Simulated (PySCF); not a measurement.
CdH4N2, SMILES [Cd]([NH2])[NH2]. Atoms are numbered in the order given.

```xyz
7

Cd     0.0000     0.0000     0.0129
N     -0.0779    -2.0002    -0.1013
H      0.8050    -2.4179    -0.3703
H     -0.3511    -2.4379     0.7702
N      0.0779     2.0002    -0.1013
H     -0.8050     2.4179    -0.3703
H      0.3511     2.4379     0.7702
```
Charge 0, spin multiplicity 1.

Geometry: PBE0-D3(BJ)/def2-TZVP. The def2 effective core potentials stand for the cores of Cd; spin–orbit coupling is left out. One conformer was computed; it need not be the lowest.

Computed with IEF-PCM-B3LYP/def2-SVP (PySCF 2.14.0).

The values are the electrostatic part of the solvation free energy, E(continuum) − E(gas) at the gas-phase geometry, in a cavity of scaled van der Waals radii (PySCF's table); cavitation and dispersion terms are not included. A continuum can't describe solvent molecules that bind to the metal. In vacuum the orbital gap is 5.50 eV. The dipole moment in vacuum is 1.55 D.

```tsv
solvent	ε	ΔG(elec) (kcal/mol)	dipole (D)	gap (eV)
water	78.36	-10.7	2.11	5.87
methanol	32.61	-10.4	2.09	5.86
1-octanol	9.86	-9.2	2.01	5.81
```
